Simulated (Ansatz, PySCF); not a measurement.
This Ansatz (a program for electronic structure) input computes a SVWN5/def2-TZVPD energy:

Ansatz 0.2 input:
```yaml
crystal:
  periodic: [false, false, false]
  atoms:
    - {symbol: B, position_ang: [0.05168130, -0.00048357, 0.02864245]}
    - {symbol: F, position_ang: [0.04936520, -0.05789174, 1.37502828]}
    - {symbol: C, position_ang: [1.42255449, 0.04837488, -0.65913642]}
    - {symbol: C, position_ang: [-1.33619577, 0.01055262, -0.69477844]}
    - {symbol: H, position_ang: [1.53666875, 0.09589565, -1.73608864]}
    - {symbol: H, position_ang: [2.35243312, 0.03780693, -0.09996896]}
    - {symbol: H, position_ang: [-1.93422128, 0.86139863, -0.35153457]}
    - {symbol: H, position_ang: [-1.90934415, -0.88308110, -0.42587416]}
    - {symbol: H, position_ang: [-1.26638207, 0.05785843, -1.78151123]}
basis:
  gaussian:
    orbitals: def2-TZVPD
hamiltonian:
  xc: {name: SVWN5}
magnetization: {spin_polarized: true, initial_magnetization: 1}
output: {forces: true}
```

Write an input for the same energy in PySCF and say what it gives.


```python
from pyscf import gto, scf, dft

mol = gto.M(
    atom='''
    B     0.05168130   -0.00048357    0.02864245
    F     0.04936520   -0.05789174    1.37502828
    C     1.42255449    0.04837488   -0.65913642
    C    -1.33619577    0.01055262   -0.69477844
    H     1.53666875    0.09589565   -1.73608864
    H     2.35243312    0.03780693   -0.09996896
    H    -1.93422128    0.86139863   -0.35153457
    H    -1.90934415   -0.88308110   -0.42587416
    H    -1.26638207    0.05785843   -1.78151123
    ''',
    basis='def2-tzvpd',
    charge=0,
    spin=1,
    verbose=4,
)

mf = dft.UKS(mol, xc='svwn').density_fit(auxbasis='def2-universal-jkfit')
mf.grids.level = 3
mf.conv_tol = 1e-9
mf.max_cycle = 100
mf.max_memory = 1500
mf.kernel()
if not mf.converged:
    mf = mf.newton()
    mf.kernel(mf.make_rdm1())
for _ in range(2):
    mo, _, stable, _ = mf.stability(return_status=True)
    if stable:
        break
    mf.kernel(mf.make_rdm1(mo, mf.mo_occ))
mf.analyze()
```
It gives -202.33354 Eh, and Ansatz -202.33347 Eh, a difference of 0.07 mEh, from the treatment of integrals and grids.

It need not be the lowest isomer of its formula.
